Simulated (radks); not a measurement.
The lutetium ion Lu+ inside a hard spherical wall (all orbitals vanish at R), configuration held at [Xe] 4f14 6s2 and not refilled when levels cross. All-electron calculation, scalar-relativistic Kohn-Sham, r2SCAN, spin-unpolarised, spherical densities, finite nucleus; meta-GGA in the generalised Kohn-Sham scheme; Fermi nuclear charge, rms radius 5.37 fm. Program: a radial shooting solver on a logarithmic mesh with Libxc functionals. Eigenvalues in eV, with the zero of energy where the potential of the charges vanishes at infinity; a dash marks a level that is unbound or too diffuse for the functional's potential to be trusted. A positive occupied level is held by the wall or, in an anion where self-interaction has pushed it up, behind a barrier. The pressure on the wall is -dE/dV.

R (bohr)  E (hartree)  kinetic (hartree)    e(5s)    e(5p)    e(4f)    e(6s)  e(5d, empty)  e(6p, empty)  pressure (GPa)
free      -14562.8034          15909.014  -71.748  -41.544  -18.671  -11.127        -9.015        -6.401               0
20        -14562.8034          15909.014  -71.748  -41.544  -18.671  -11.127        -9.015        -6.401        < 0.0001
12        -14562.8034          15909.014  -71.747  -41.543  -18.671  -11.126        -9.015        -6.398        0.000129
6         -14562.7657          15909.286  -70.813  -40.636  -17.740  -10.148        -8.185        -4.365            3.20
5         -14562.6666          15909.792  -69.566  -39.445  -16.486   -8.219        -6.921        -0.996            16.4
2.5       -14557.3888          15930.569  -50.608  -19.744    5.526   56.126        21.763        82.608            3940
2         -14547.3525          15966.138  -27.436    7.702   30.990   145.11        59.782        184.08           20700
1.5       -14508.0515          16091.956   51.259   101.35   96.635   409.77        178.02        470.17          161000
